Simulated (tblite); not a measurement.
Compound: C7H12O2Si.
Geometry (GFN2-xTB, Å), atoms numbered from 1 in this order:
```xyz
22
C7H12O2Si angstrom
C      3.330    1.073   -0.481
C      2.440    0.235    0.419
O      1.193    0.032   -0.245
C      0.275   -0.688    0.382
C      0.290   -1.304    1.596
C     -1.029   -1.918    1.658
O     -1.538   -2.607    2.512
Si    -1.510   -1.208   -0.094
C     -2.727    0.245   -0.248
C     -2.447    1.102   -1.481
H      4.283    1.253    0.009
H      2.854    2.027   -0.693
H      3.505    0.556   -1.420
H      2.899   -0.740    0.625
H      2.260    0.744    1.374
H      1.060   -1.356    2.349
H     -1.600   -2.121   -1.236
H     -3.751   -0.128   -0.295
H     -2.669    0.874    0.644
H     -2.565    0.517   -2.391
H     -3.133    1.945   -1.528
H     -1.430    1.486   -1.456
```

Level: GFN2-xTB in tblite, geometry and Hessian alike; calculated harmonic values, unscaled, isolated species. Errors from tens to a few hundred cm⁻¹ against measured bands are possible. Modes of hydrogen on silicon can be 10 to 20 % off. One conformer, not necessarily the lowest.

Harmonic wavenumbers (cm⁻¹): 39.0, 48.7, 73.1, 90.1, 126.8, 128.4, 151.3, 214.4, 236.4, 249.8, 319.5, 331.9, 396.9, 479.1, 505.3, 543.2, 558.6, 623.6, 646.4, 725.4, 735.0, 782.0, 815.8, 836.9, 903.3, 982.1, 1019.4, 1051.7, 1068.8, 1072.0, 1119.7, 1137.1, 1198.7, 1218.2, 1232.9, 1243.1, 1283.0, 1329.4, 1402.4, 1417.5, 1471.9, 1475.0, 1475.8, 1491.2, 1507.3, 1509.5, 1551.6, 1764.7, 2239.8, 2902.1, 2923.8, 2966.1, 2985.4, 3020.4, 3036.5, 3042.0, 3050.6, 3052.0, 3054.2, 3085.2.

A = 1313, B = 764.9, C = 511.2 MHz; mass 156.061 u (most abundant isotopes); point group C1, symmetry number 1.

Q: What is the zero-point energy?

A: Half the sum of the wavenumbers: 37971 cm⁻¹ = 454.23 kJ/mol.

Q: Give the ideal-gas entropy at 200 K and 1 bar in the rigid-rotor, harmonic-oscillator model (classical rotation).

A: Translation 163.54, rotation 123.95, vibration 117.30: S = 404.8 J/(mol K).

Q: And Cp and H(200 K) − H(0)?

A: Cp = 147.00 J/(mol K), of which vibrations give 113.74 (their classical limit is 60 R = 498.9); H(200 K) − H(0) = 18.94 kJ/mol without the zero-point energy, 12.29 from vibrations.

Q: Blend soft modes into free rotors: weight 1/[1 + (100 cm⁻¹/ν̃)⁴] for the oscillator and the rest for a rotor with moment μB/(μ + B), μ = h/(8π²ν), B = 10⁻⁴⁴ kg m². What vibrational entropy results?

A: 106.92 J/(mol K) in place of 117.30, which changes −T·S at 200 K by +2.08 kJ/mol.

Q: What must be added to the electronic energy to get the Gibbs energy at 200 K and 1 bar?

A: ZPE + [H(200 K) − H(0)] − T·S = 454.23 + 18.94 − 80.96 = 392.21 kJ/mol.

Hindered rotation and anharmonicity are outside this model. Other conformers, if any are populated, would add a mixing term that is left out. The structure is chiral; the term R ln 2 for an equal mix with its mirror image is left out.
